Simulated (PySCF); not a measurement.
Zinc: a sound run and one with changed settings

Sound run: Zn [Ar] 3d10 4s2, Zn+ [Ar] 3d10 4s1. Calculation: PySCF 2.14, in aug-cc-pVDZ-PP with ECP10MDF; scalar relativity through the core potential. The sound run starts from symmetry-adapted Hartree-Fock orbitals and uses a fine grid where one is needed.

Changed run: basis STO-3G, all-electron and non-relativistic. This setting is unsound on purpose.

```json
{"species": "Zn", "method": "UHF", "sound run (hartree)": "-225.95257", "changed run (hartree)": "-1756.53408", "converged": "yes"}
{"species": "Zn", "method": "PBE0", "sound run (hartree)": "-227.04891", "changed run (hartree)": "-1757.52640", "converged": "yes"}
{"species": "Zn", "method": "B3LYP", "sound run (hartree)": "-227.14219", "changed run (hartree)": "-1757.71934", "converged": "yes"}
{"species": "Zn+", "method": "UHF", "sound run (hartree)": "-225.66323", "changed run (hartree)": "-1756.39912", "converged": "yes"}
{"species": "Zn+", "method": "PBE0", "sound run (hartree)": "-226.70398", "changed run (hartree)": "-1757.33962", "converged": "yes"}
{"species": "Zn+", "method": "B3LYP", "sound run (hartree)": "-226.78443", "changed run (hartree)": "-1757.52088", "converged": "yes"}
```

Ionisation energy of Zn:

```csv
method,sound run (eV),changed run (eV)
UHF,7.873,3.673
PBE0,9.386,5.083
B3LYP,9.735,5.400
```

A minimal basis cannot let orbitals breathe on ionisation and holds almost no correlation. The Hamiltonian changed with the basis, so the totals do not compare.

For comparison, NIST gives 9.394 eV between the lowest levels.
